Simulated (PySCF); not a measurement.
**Assigning NMR signals**

Cartesian coordinates in Å; atom numbers follow the order of the lines, from 1:
```xyz
22

C    -2.589    0.396    0.997
C    -2.793   -0.698   -0.012
C    -1.793    0.381   -0.276
N    -0.386    0.153   -0.278
Si    0.270   -1.292    0.412
N     1.924   -1.002    0.813
Si    3.095   -0.109   -0.079
N     2.178    0.887   -1.148
Si    0.561    1.441   -0.941
H    -3.363    1.139    1.118
H    -2.071    0.144    1.908
H    -2.432   -1.683    0.233
H    -3.706   -0.699   -0.589
H    -2.079    1.121   -1.016
H     0.126   -2.393   -0.558
H    -0.350   -1.645    1.697
H     2.298   -1.612    1.517
H     3.889    0.665    0.887
H     3.957   -0.957   -0.915
H     2.715    1.398   -1.825
H     0.476    2.619   -0.058
H     0.061    1.767   -2.286
```

No relativistic terms, one conformer, one averaged value for each set of equivalent atoms, no solvent model. GIAO PBE0/pcSseg-1 shieldings; GFN2-xTB geometry; PySCF 2.14.0 with density-fitted response routines.

Shifts are taken against calculated references (same method and geometry level): $^{13}$C (σref 186.93), $^{1}$H (σref 31.72) vs TMS.

**Question.** Assign these signals to the numbered atoms. $^{13}$C{$^{1}$H} NMR (computed): δ 29.0 (CH), 5.8 (CH2).

**Answer.** 
| δ (ppm) | atoms | environment | reason |
| --- | --- | --- | --- |
| 29.0 | C3 | three-membered-ring carbon | pulled downfield by the heteroatom |
| 5.8 | C1/C2 | three-membered-ring carbon | – |

**Question.** Assign these signals to the numbered atoms. $^{1}$H NMR (500 MHz, computed): δ 5.45 (s, 2H), 5.31 (s, 4H), 2.07 (m, 1H), 0.57 (m, 2H), 0.56 (m, 2H), -0.49 (br s, 2H).

**Answer.** 
```tsv
δ (ppm)	atoms	environment	reason
5.45	H18/H19	hydrogen on a silicon bonded to 2 N, in a 6-membered ring	–
5.31	H15/H16/H21/H22	hydrogen on a silicon bonded to 2 N, in a 6-membered ring	–
2.07	H14	hydrogen on a three-membered-ring carbon	–
0.57	H11/H12	hydrogen on a three-membered-ring carbon	cyclopropane-type protons are shielded by the ring
0.56	H10/H13	hydrogen on a three-membered-ring carbon	–
-0.49	H17/H20	hydrogen on a nitrogen bonded to 2 Si, in a 6-membered ring	exchangeable, gas-phase position
```

H11/H12 and H10/H13 lie closer than the usual error of such a calculation, so a measured spectrum could show them in the other order.

OH/NH shifts are gas-phase values; hydrogen bonding in solution moves them, usually downfield. Shifts are as computed. Against solution values, carbons near 30 ppm lie about +3 ppm off and those near 130 ppm about +5 ppm. Of 1211 compounds with measured shifts, 218 miss one by over three times the rms of a fit or turn the order of signals round; such compounds aren't used in these exercises. No couplings were computed; multiplicities are counted from neighbouring protons, with m where these are inequivalent, close in shift, in a saturated or five-membered ring or joined by F or P, and br s for small geminal =CH2 splittings.
